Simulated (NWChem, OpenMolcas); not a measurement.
How basis sets differ on GaSiH3F2 (SMILES [F][Ga]([F])[SiH3])

GaSiH3F2: 7 atoms, total charge 0, spin state singlet. As SMILES, `[F][Ga]([F])[SiH3]`. Geometry: relaxed at PBE0-D4/def2-TZVP.

```xyz
7

F     0.3377   -1.7169    2.0420
Ga    0.7498   -0.8722    0.5660
F     2.3046   -1.4095   -0.0293
Si   -0.6361    0.7619   -0.4869
H     0.1912    1.5941   -1.3929
H    -1.2676    1.5996    0.5615
H    -1.6795    0.0431   -1.2604
```

Each level gives the dipole moment (D). The values are calculated.

| level | kind | program | value (D) | CPU time |
| --- | --- | --- | --- | --- |
| HF/ANO-S-MB | Hartree–Fock | OpenMolcas | 2.30 | 6.6 s |
| HF/STO-3G | Hartree–Fock | OpenMolcas | 1.79 | 3.2 s |
| HF/3-21G | Hartree–Fock | NWChem | 3.34 | 5.1 s |
| HF/6-31G* (spherical functions) | Hartree–Fock | OpenMolcas | 3.66 | 13 s |

All-electron rows without a relativistic Hamiltonian named are non-relativistic. The values span 1.79 to 3.66 D. Magnitudes only. Sets without polarisation functions give poor dipoles. CPU times are rough (shared hosts, several kinds of processor and program).
